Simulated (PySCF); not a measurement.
CH7FOSi2.

```xyz
12

Si    -0.7188    -0.7998     0.0417
C     -2.1040     0.2574     0.6717
F     -0.8186    -0.8494    -1.5804
O      0.7445    -0.1621     0.4404
Si     1.8270     1.0726     0.1963
H     -0.7584    -2.1989     0.5317
H     -2.0366     1.2735     0.2526
H     -3.0803    -0.1652     0.3888
H     -2.0673     0.3348     1.7693
H      1.1008     2.3627    -0.0129
H      2.6884     1.1830     1.4067
H      2.6737     0.7882    -0.9978
```
Charge 0, spin multiplicity 1.

Geometry: PBE0-D3(BJ)/def2-SVP. One conformer was computed; it need not be the lowest.

Method: B3LYP/pcSseg-1 run with PySCF. Non-relativistic, no solvent.

Task: Give the absolute GIAO shielding of each atom: isotropic value and principal components (ppm). (The exact figures need the calculation; the answer reports its results.)

Result: 
```tsv
atom	σ(iso)	σ11	σ22	σ33	span
Si1	353.3	320.8	343.1	395.8	75.0
C2	180.0	171.8	179.8	188.5	16.8
F3	323.7	255.0	341.2	374.9	119.9
O4	281.0	228.8	282.5	331.7	102.9
Si5	384.2	342.3	354.7	455.6	113.4
H6	26.5	23.3	23.9	32.5	9.2
H7	30.9	27.0	29.2	36.6	9.6
H8	31.2	27.2	28.4	38.0	10.7
H9	31.3	27.4	29.0	37.5	10.1
H10	26.4	22.9	25.5	30.7	7.8
H11	26.5	23.4	24.8	31.5	8.1
H12	26.4	23.1	24.8	31.3	8.2
```
